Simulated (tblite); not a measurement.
Record of a relaxation.

Compound: C6H8NP.
Numbering: `[CH:1]#[C:2][CH2:3][PH:4][CH2:5][CH2:6][C:7]#[N:8]` (hydrogens: H9 on C1; H10, H11 on C3; H12 on P4; H13, H14 on C5; H15, H16 on C6)

Computed with GFN2-xTB (tblite), gas phase: L-BFGS steps from a force-field or distance-geometry start until the largest atomic force falls under 0.01 eV/Å. 5 of its 119 geometries are shown.

Step 0: E = -603.7769 eV, largest atomic force 4.066 eV/Å
```
atom  x, y, z in Å  |  force x, y, z in eV/Å
C1     -2.221    2.083    0.815    0.119  -0.365  -0.167
C2     -1.979    1.039    0.267    0.175   0.054  -0.276
C3     -1.637   -0.246   -0.386   -1.171   1.517   0.446
P4     -0.485   -1.253    0.621   -1.787  -3.463   1.159
C5      1.213   -1.387   -0.009    1.386   0.786   0.349
C6      1.688   -0.183   -0.804    0.347   1.096  -0.577
C7      1.677    1.032    0.008   -0.128   0.347   0.194
N8      1.661    1.976    0.666    0.021  -0.894  -0.599
H9     -2.435    3.002    1.302    0.080  -0.420  -0.203
H10    -1.274   -0.089   -1.411    0.102  -0.024   0.292
H11    -2.599   -0.835   -0.461    0.877   0.347   0.116
H12    -0.605   -1.019    2.043    0.622   1.086  -1.286
H13     1.922   -1.483    0.862   -0.720  -0.357  -0.651
H14     1.272   -2.264   -0.688   -0.110   0.260   0.635
H15     1.060   -0.012   -1.719    0.486  -0.086   0.672
H16     2.736   -0.351   -1.116   -0.300   0.116  -0.104
```

Step 30: E = -605.0763 eV, largest atomic force 0.096 eV/Å
```
atom  x, y, z in Å  |  force x, y, z in eV/Å
C1     -2.041    1.962    0.803    0.000   0.033   0.025
C2     -1.869    0.938    0.208    0.054  -0.015  -0.032
C3     -1.610   -0.341   -0.402   -0.025  -0.051  -0.002
P4     -0.591   -1.421    0.764    0.020  -0.039   0.085
C5      1.116   -1.395   -0.004    0.010   0.010  -0.012
C6      1.565   -0.122   -0.726    0.004   0.032  -0.037
C7      1.549    1.050    0.111   -0.008   0.010   0.061
N8      1.556    1.987    0.765   -0.008  -0.028   0.029
H9     -2.192    2.862    1.316   -0.024   0.064  -0.036
H10    -1.108   -0.234   -1.366    0.006   0.025  -0.018
H11    -2.555   -0.858   -0.586   -0.067  -0.052   0.028
H12    -0.311   -0.387    1.664   -0.010   0.006   0.005
H13     1.797   -1.610    0.824    0.002  -0.039   0.002
H14     1.177   -2.236   -0.702   -0.006   0.010  -0.019
H15     0.921    0.069   -1.588    0.028   0.060  -0.069
H16     2.588   -0.252   -1.093    0.024  -0.026  -0.011
```

Step 59: E = -605.1405 eV, largest atomic force 0.113 eV/Å
```
atom  x, y, z in Å  |  force x, y, z in eV/Å
C1     -2.008    2.039    0.516    0.015   0.030  -0.024
C2     -1.844    0.913    0.144    0.008  -0.021  -0.030
C3     -1.662   -0.457   -0.265   -0.001  -0.035  -0.001
P4     -0.487   -1.418    0.855    0.104  -0.020  -0.008
C5      1.102   -1.388   -0.138    0.002   0.048  -0.013
C6      1.586   -0.022   -0.652   -0.035  -0.015   0.032
C7      1.575    0.998    0.369   -0.017  -0.062  -0.078
N8      1.560    1.814    1.168    0.044   0.007   0.043
H9     -2.155    3.033    0.817    0.030  -0.007   0.014
H10    -1.312   -0.510   -1.300    0.019  -0.031  -0.001
H11    -2.624   -0.977   -0.210   -0.040   0.008  -0.027
H12    -0.141   -0.325    1.656   -0.021  -0.033   0.021
H13     1.861   -1.835    0.515   -0.050   0.068  -0.001
H14     0.978   -2.069   -0.989   -0.011   0.047   0.050
H15     0.948    0.324   -1.474    0.060   0.013   0.056
H16     2.616   -0.113   -1.022   -0.108   0.004  -0.033
```

Step 88: E = -605.2389 eV, largest atomic force 0.078 eV/Å
```
atom  x, y, z in Å  |  force x, y, z in eV/Å
C1     -1.707    1.968    0.046   -0.005  -0.032   0.002
C2     -1.739    0.775   -0.072    0.017   0.055   0.009
C3     -1.747   -0.661   -0.191    0.008   0.008  -0.008
P4     -0.449   -1.539    0.853    0.006   0.003  -0.005
C5      1.065   -1.240   -0.199   -0.014  -0.020  -0.017
C6      1.398    0.221   -0.517    0.026   0.010   0.010
C7      1.737    0.948    0.680    0.000   0.071   0.016
N8      2.017    1.518    1.631   -0.027  -0.054  -0.050
H9     -1.694    3.013    0.142    0.004  -0.036   0.005
H10    -1.592   -0.960   -1.234   -0.022  -0.037  -0.005
H11    -2.720   -1.047    0.129   -0.009   0.013   0.005
H12    -0.218   -0.467    1.722   -0.005   0.003   0.009
H13     1.907   -1.707    0.321   -0.015   0.009   0.033
H14     0.922   -1.794   -1.132   -0.011  -0.004  -0.021
H15     0.552    0.722   -1.000    0.040  -0.012   0.035
H16     2.260    0.260   -1.191    0.008   0.020  -0.019
```

Step 118: E = -605.2419 eV, largest atomic force 0.010 eV/Å
```
atom  x, y, z in Å  |  force x, y, z in eV/Å
C1     -1.684    1.953   -0.001   -0.003   0.000   0.003
C2     -1.731    0.760   -0.099    0.000  -0.003  -0.001
C3     -1.770   -0.679   -0.171   -0.007   0.000  -0.002
P4     -0.439   -1.542    0.839   -0.005   0.000  -0.001
C5      1.063   -1.221   -0.223    0.002  -0.002   0.001
C6      1.416    0.244   -0.507   -0.001  -0.007  -0.004
C7      1.742    0.947    0.708   -0.002  -0.001  -0.002
N8      2.008    1.487    1.679   -0.006   0.000  -0.004
H9     -1.653    2.998    0.075    0.006   0.004  -0.001
H10    -1.683   -1.024   -1.207    0.009  -0.003  -0.001
H11    -2.731   -1.032    0.219   -0.004   0.005   0.005
H12    -0.219   -0.475    1.717    0.003  -0.002   0.002
H13     1.901   -1.708    0.285    0.007   0.000   0.000
H14     0.907   -1.750   -1.169    0.005   0.007   0.000
H15     0.580    0.760   -0.987    0.001   0.003   0.002
H16     2.285    0.292   -1.172   -0.005   0.000   0.003
```

Problem. Summarise the path.

Solution. The energy falls by 1.4649 eV from step 0 to step 118; nine tenths of that is first reached at step 42. It rises by more than 0.2 meV at steps 2 and 69. The largest force goes from 4.066 to 0.010 eV/Å. Among the bonds P4–C5 changes most, from 1.816 to 1.867 Å; the atoms move by 0.837 Å rms after alignment.

Problem. Follow the three bonds and two angles with the largest change from start to end.

Solution. 
```tsv
step	E above end (eV)	largest force (eV/Å)	P4–C5 (Å)	C3–P4 (Å)	P4–H12 (Å)	C5–P4–H12 (°)	C3–P4–H12 (°)
0	1.4649	4.066	1.816	1.832	1.446	115.5	113.5
5	0.5203	3.278	1.875	1.884	1.444	102.3	101.2
10	0.2875	0.459	1.887	1.882	1.377	96.3	94.3
15	0.2485	0.156	1.888	1.889	1.401	96.3	94.9
21	0.2056	0.260	1.872	1.886	1.405	93.5	96.0
26	0.1757	0.173	1.874	1.896	1.392	92.6	95.2
31	0.1642	0.095	1.874	1.888	1.401	94.6	94.8
36	0.1580	0.096	1.874	1.892	1.397	95.1	93.8
41	0.1465	0.122	1.872	1.884	1.403	95.9	94.9
46	0.1316	0.144	1.868	1.888	1.393	94.3	95.0
51	0.1170	0.124	1.870	1.887	1.403	94.8	96.4
56	0.1075	0.143	1.873	1.888	1.396	94.4	95.6
62	0.0980	0.087	1.868	1.890	1.399	95.0	95.3
67	0.0760	0.266	1.869	1.884	1.395	95.5	95.8
72	0.0545	0.243	1.865	1.881	1.400	95.1	97.4
77	0.0287	0.294	1.866	1.881	1.404	96.6	97.3
82	0.0115	0.141	1.868	1.881	1.401	96.3	96.0
87	0.0037	0.174	1.867	1.882	1.399	95.5	95.7
92	0.0019	0.043	1.868	1.882	1.400	95.7	95.7
97	0.0011	0.021	1.867	1.882	1.400	95.4	96.0
103	0.0004	0.025	1.868	1.881	1.400	95.5	95.8
108	0.0002	0.013	1.868	1.881	1.400	95.6	95.7
113	0.0001	0.012	1.868	1.881	1.400	95.6	95.7
118	0.0000	0.010	1.867	1.881	1.400	95.7	95.6
```

Run on an Arm Neoverse N1 with one thread, no GPU (shared host).
